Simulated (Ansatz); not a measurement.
InSi19H28⁻, a doped nanocrystal cut from the lattice of silicon (In on an inner site). Charge -1, multiplicity 1. Geometry r2SCAN-D4/def2-SVP.

```xyz
48

Si    0.516    4.445   -0.578
Si   -2.083   -1.033   -3.981
Si    0.726   -3.592   -1.458
Si    2.793    2.165    1.565
Si    2.824   -1.738    1.037
In    0.662    0.530   -1.447
Si   -2.607    2.138    0.343
Si   -2.485   -1.623   -0.067
Si   -0.307    0.028    2.549
Si   -0.268   -3.778    2.144
Si   -0.651    0.804   -3.662
Si    1.972    2.601   -0.594
Si   -1.450    4.162    0.693
Si    2.030   -1.659   -1.177
Si   -3.536   -1.402   -2.164
Si   -1.148   -3.566   -0.028
Si    4.089    0.194    1.518
Si    1.133    1.777    3.190
Si    1.061   -1.891    2.599
Si   -1.184    0.277    0.388
H     1.155    5.728   -0.117
H     0.067    4.697   -1.991
H    -2.945   -0.914   -5.210
H    -1.277   -2.286   -4.168
H     1.482   -4.850   -1.120
H     0.274   -3.751   -2.880
H     3.678    3.265    2.094
H     3.716   -2.927    1.290
H    -3.240    2.238   -1.015
H    -3.736    2.086    1.337
H    -3.578   -1.859    0.945
H    -1.362   -0.139    3.612
H     0.546   -5.037    2.252
H    -1.370   -3.881    3.159
H     0.182    0.907   -4.913
H    -1.541    2.017   -3.679
H     3.175    3.032   -1.394
H    -2.372    5.306    0.370
H    -1.123    4.301    2.149
H     3.248   -1.825   -2.050
H    -4.354   -2.635   -2.434
H    -4.513   -0.263   -2.093
H    -2.010   -4.767   -0.314
H     5.187    0.330    0.501
H     4.763    0.024    2.852
H     1.824    1.360    4.459
H     0.386    3.036    3.515
H     1.654   -2.030    3.976
```

In the def2 sets In takes a core potential; there is no spin–orbit coupling. Single mean-field runs in def2-SVP, def2-TZVP are fitted with def2-universal-jkfit.

Task: Estimate the orbital energies around the gap (eV) in Ansatz with PBE-D4/def2-TZVP, revPBE-D4/def2-SVP, PBE0-D4/def2-SVP, BHLYP-D4/def2-SVP, CAM-B3LYP-D4/def2-SVP.

Result: 
```json
{"orbital": "HOMO−5", "PBE-D4/def2-TZVP": "-3.71", "revPBE-D4/def2-SVP": "-3.67", "PBE0-D4/def2-SVP": "-4.70", "BHLYP-D4/def2-SVP": "-5.53", "CAM-B3LYP-D4/def2-SVP": "-5.78"}
{"orbital": "HOMO−4", "PBE-D4/def2-TZVP": "-3.66", "revPBE-D4/def2-SVP": "-3.62", "PBE0-D4/def2-SVP": "-4.64", "BHLYP-D4/def2-SVP": "-5.47", "CAM-B3LYP-D4/def2-SVP": "-5.72"}
{"orbital": "HOMO−3", "PBE-D4/def2-TZVP": "-3.57", "revPBE-D4/def2-SVP": "-3.53", "PBE0-D4/def2-SVP": "-4.54", "BHLYP-D4/def2-SVP": "-5.36", "CAM-B3LYP-D4/def2-SVP": "-5.61"}
{"orbital": "HOMO−2", "PBE-D4/def2-TZVP": "-2.96", "revPBE-D4/def2-SVP": "-2.87", "PBE0-D4/def2-SVP": "-3.82", "BHLYP-D4/def2-SVP": "-4.58", "CAM-B3LYP-D4/def2-SVP": "-4.85"}
{"orbital": "HOMO−1", "PBE-D4/def2-TZVP": "-2.89", "revPBE-D4/def2-SVP": "-2.79", "PBE0-D4/def2-SVP": "-3.73", "BHLYP-D4/def2-SVP": "-4.46", "CAM-B3LYP-D4/def2-SVP": "-4.74"}
{"orbital": "HOMO", "PBE-D4/def2-TZVP": "-2.85", "revPBE-D4/def2-SVP": "-2.74", "PBE0-D4/def2-SVP": "-3.68", "BHLYP-D4/def2-SVP": "-4.41", "CAM-B3LYP-D4/def2-SVP": "-4.68"}
{"orbital": "LUMO", "PBE-D4/def2-TZVP": "0.70", "revPBE-D4/def2-SVP": "0.95", "PBE0-D4/def2-SVP": "1.53", "BHLYP-D4/def2-SVP": "2.50", "CAM-B3LYP-D4/def2-SVP": "2.68"}
{"orbital": "LUMO+1", "PBE-D4/def2-TZVP": "0.76", "revPBE-D4/def2-SVP": "1.04", "PBE0-D4/def2-SVP": "1.64", "BHLYP-D4/def2-SVP": "2.61", "CAM-B3LYP-D4/def2-SVP": "2.80"}
{"orbital": "LUMO+2", "PBE-D4/def2-TZVP": "0.83", "revPBE-D4/def2-SVP": "1.12", "PBE0-D4/def2-SVP": "1.71", "BHLYP-D4/def2-SVP": "2.67", "CAM-B3LYP-D4/def2-SVP": "2.85"}
{"orbital": "LUMO+3", "PBE-D4/def2-TZVP": "0.85", "revPBE-D4/def2-SVP": "1.13", "PBE0-D4/def2-SVP": "1.72", "BHLYP-D4/def2-SVP": "2.68", "CAM-B3LYP-D4/def2-SVP": "2.86"}
{"orbital": "LUMO+4", "PBE-D4/def2-TZVP": "0.88", "revPBE-D4/def2-SVP": "1.17", "PBE0-D4/def2-SVP": "1.77", "BHLYP-D4/def2-SVP": "2.74", "CAM-B3LYP-D4/def2-SVP": "2.92"}
{"orbital": "LUMO+5", "PBE-D4/def2-TZVP": "0.92", "revPBE-D4/def2-SVP": "1.22", "PBE0-D4/def2-SVP": "1.83", "BHLYP-D4/def2-SVP": "2.79", "CAM-B3LYP-D4/def2-SVP": "2.97"}
```
